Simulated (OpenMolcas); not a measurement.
Tm3+ among 12 point charges of -2 e arranged as a cuboctahedron (Oh).

```yaml
Program: OpenMolcas 26.06
Method: CASSCF
Basis: ANO-RCC-VDZP [7s6p4d2f1g]
Scalar_Hamiltonian: DKH2, point nucleus
Active_space: 12 electrons in 7 orbitals (4f)
State_averaging: 2S+1 = 3 even, 21 roots; 2S+1 = 1 even, 27 roots kept (CI in the orbitals of an earlier block)
Spin-orbit_coupling: RASSI with atomic mean-field integrals over the reference wave functions
```

All point charges move together. At R = 2.25 Å the width of the lowest J multiplet is 320 cm-1, and at R = 2.66 Å it is 127 cm-1.

Problem. A third run gives 238 cm-1. What distance was it run at?

Solution. With a power law R^-n the two known points give n = -ln(127 / 320) / ln(2.66 / 2.25) = 5.52. Then R = 2.25 × (320 / 238)^(1/5.52) = 2.374 Å. The run was at 2.36 Å, so the estimate is off by +0.014 Å.

This is an electrostatic model: the charges have no orbitals. No measured value stands beside these numbers.
